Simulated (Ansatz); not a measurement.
`[AlH2][B]1CC1` + HCl → `ClB1CC1` + `[AlH3]` at 298.15 K and 1 bar (cleavage of the B–Al bond).

Gas-phase electronic energies from Ansatz, PBE0-D4/def2-TZVP geometries. CCSD(T)/CBS is the MP2 limit (def2-TZVPP, def2-QZVPP) plus CCSD(T) − MP2 in def2-TZVPP, frozen cores. This one scheme is used for every species.

| species | CCSD(T)/CBS energy (Eh) | H − E (kJ/mol) | S (J/(mol·K)) |
| --- | --- | --- | --- |
| `[AlH2][B]1CC1` | -346.44261 | 198.9 | 312.0 |
| HCl | -460.38127 | 26.6 | 186.8 |
| `ClB1CC1` | -563.07348 | 164.1 | 284.7 |
| `[AlH3]` | -243.78045 | 58.9 | 207.5 |

H − E and S are ideal-gas, rigid-rotor, harmonic terms from PBE0-D4/def2-TZVP. 1 Eh = 2625.50 kJ/mol, R = 8.31446 J/(mol·K).

Task: By hand: ΔE, ΔH, ΔS and ΔG.

Result: ΔE = (-563.07348) + (-243.78045) − (-346.44261) − (-460.38127) = -0.03005 Eh = -78.9 kJ/mol. Δ(H − E) = 164.1 + 58.9 − 198.9 − 26.6 = -2.5, so ΔH = -81.4 kJ/mol. ΔS = 284.7 + 207.5 − 312.0 − 186.8 = -6.6 J/(mol·K). ΔG = -81.4 − 298.15 × (-6.6)/1000 = -79.4 kJ/mol.

Task: By hand: the equilibrium constant, and the temperature at which ΔG would vanish if ΔH and ΔS stayed fixed.

Result: log₁₀ K = −ΔG/(RT ln 10) = 13.9. ΔG = 0 at ΔH/ΔS = 12333 K, far beyond where these terms or the molecules hold.

The number of gas molecules stays the same, so ΔS is small and ΔH decides. A doubt of 5 kJ/mol in ΔE shifts log₁₀ K by 0.9 here. These are equilibria of isolated gas molecules and say nothing of rates. Largest T1 diagnostic: 0.011 (customary marks: 0.02 for closed shells, 0.045 for open ones).
